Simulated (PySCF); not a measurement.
Compound: C4H6O2S.
Bonds: C1–C2 (double), C2–S3, S3–O4 (double), S3–O5 (double), S3–C6, C6–C7 (double). Hydrogens: H8, H9 on C1; H10 on C2; H11 on C6; H12, H13 on C7.

Level: PBE0/pcSseg-1 and CAM-B3LYP/def2-SVPD in PySCF, non-relativistic, on one gas-phase PBE0-D3(BJ)/def2-SVP geometry that isn't relaxed in the solvent. The solvent is an IEF-PCM continuum (van der Waals radii × 1.2). Only the electrostatic response of the medium enters.

Gas phase at PBE0/pcSseg-1: HOMO -8.29 eV, LUMO -1.69 eV, dipole 4.53 D.

Q: What does the continuum do to the energy, the frontier levels and the dipole at PBE0/pcSseg-1 in chloroform and acetone?

A: 
```json
{"solvent": "chloroform", "ε": "4.711", "E(solvent) − E(gas) (kcal/mol)": "-6.84", "polarisation term (kcal/mol)": "-7.73", "distortion of the solute (kcal/mol)": "0.89", "HOMO (eV)": "-8.30", "LUMO (eV)": "-1.52", "dipole (D)": "5.38"}
{"solvent": "acetone", "ε": "20.49", "E(solvent) − E(gas) (kcal/mol)": "-9.07", "polarisation term (kcal/mol)": "-10.67", "distortion of the solute (kcal/mol)": "1.60", "HOMO (eV)": "-8.30", "LUMO (eV)": "-1.48", "dipole (D)": "5.69"}
```

Polarisation term: ½ Σ q·V over the induced surface charges. Distortion: the rise of the solute's own energy as its density leaves the gas-phase optimum. From chloroform to acetone the lowering changes by a factor 1.33, Onsager's factor (ε − 1)/(2ε + 1) by 1.30 and ε itself by 4.3.

Q: Which radius a makes the point-dipole formula ΔE = −[(ε − 1)/(2ε + 1)]·μ²/a³ give the value in acetone, with the gas-phase dipole?

A: μ = 1.780 au and |ΔE| = 0.01445 Eh give a = 2.47 Å; the farthest nucleus lies 3.38 Å from the centroid of the nuclei, so such a sphere wouldn't even hold the nuclei. The formula assumes a rigid point dipole at the centre of a sphere.

Q: Which Hirshfeld charges (PBE0/pcSseg-1) respond most in acetone (means over atoms taken as equivalent)?

A: 
| atoms | environment | gas (e) | solvent (e) | change |
| --- | --- | --- | --- | --- |
| O4/O5 | sulfonyl oxygen | -0.312 | -0.345 | -0.033 |
| H8/H12 | vinylic hydrogen | +0.068 | +0.081 | +0.013 |
| H10/H11 | vinylic hydrogen | +0.062 | +0.073 | +0.011 |
| C1/C7 | terminal =CH2 carbon | -0.056 | -0.048 | +0.008 |
| S3 | sulfonyl sulfur | +0.503 | +0.500 | -0.003 |
| C2/C6 | alkene CH carbon | -0.070 | -0.069 | +0.001 |
| H9/H13 | vinylic hydrogen | +0.058 | +0.058 | 0.000 |

Q: Which Mayer bond orders change most in acetone?

A: 
```json
{"bond": "S3–O4", "length (Å)": "1.461", "gas": "1.693", "solvent": "1.663", "change": "-0.030"}
{"bond": "S3–O5", "length (Å)": "1.461", "gas": "1.693", "solvent": "1.664", "change": "-0.029"}
{"bond": "S3–C6", "length (Å)": "1.775", "gas": "0.887", "solvent": "0.903", "change": "+0.016"}
{"bond": "C2–S3", "length (Å)": "1.775", "gas": "0.888", "solvent": "0.903", "change": "+0.015"}
{"bond": "C1–C2", "length (Å)": "1.329", "gas": "1.915", "solvent": "1.907", "change": "-0.008"}
{"bond": "C6–C7", "length (Å)": "1.329", "gas": "1.916", "solvent": "1.908", "change": "-0.008"}
{"bond": "C2–H10", "length (Å)": "1.094", "gas": "0.928", "solvent": "0.921", "change": "-0.007"}
{"bond": "C6–H11", "length (Å)": "1.094", "gas": "0.928", "solvent": "0.921", "change": "-0.007"}
```

Q: How do the nuclear quadrupole coupling constants eQVzz/h respond in acetone?

A: 
```csv
nucleus,Q (barn),gas (MHz),solvent (MHz),η gas,η solvent
33S at S3,-0.06781,-2.14,2.65,0.85,0.44
17O at O4,-0.0256,-8.85,-8.84,0.14,0.16
17O at O5,-0.0256,-8.85,-8.84,0.14,0.16
```

Gas phase at CAM-B3LYP/def2-SVPD: HOMO -9.75 eV, LUMO -0.64 eV, dipole 4.76 D.

Q: What does the continuum do to the energy, the frontier levels and the dipole at CAM-B3LYP/def2-SVPD in chloroform and acetone?

A: 
```json
{"solvent": "chloroform", "ε": "4.711", "E(solvent) − E(gas) (kcal/mol)": "-7.32", "polarisation term (kcal/mol)": "-8.44", "distortion of the solute (kcal/mol)": "1.12", "HOMO (eV)": "-9.72", "LUMO (eV)": "-0.46", "dipole (D)": "5.82"}
{"solvent": "acetone", "ε": "20.49", "E(solvent) − E(gas) (kcal/mol)": "-9.76", "polarisation term (kcal/mol)": "-11.83", "distortion of the solute (kcal/mol)": "2.07", "HOMO (eV)": "-9.70", "LUMO (eV)": "-0.42", "dipole (D)": "6.22"}
```

The atom shares or the degeneracy of the HOMO differ from the gas phase in chloroform and acetone, so that column needn't follow one orbital.

Q: How does the static polarisability (CAM-B3LYP/def2-SVPD, frozen core, with the continuum's full static response) change?

A: 
```tsv
medium	isotropic (au)	principal values (au)	⟨r²⟩ of the electrons (bohr²)
gas	76.1	62.8, 63.4, 102.1	838.1
chloroform	94.2	77.2, 78.3, 127.0	837.0
acetone	101.5	83.5, 84.9, 136.2	836.6
```

The isotropic value in acetone is 1.33 times the gas-phase one; no cavity-field correction is applied. ⟨r²⟩ is taken about the centre of nuclear charge.

The values belong to the conformer `[CH2:1]=[CH:2][S:3](=[O:4])(=[O:5])[CH:6]=[CH2:7]`: C1–C2–S3–O4 135°, C2–S3–C6–C7 -112°.
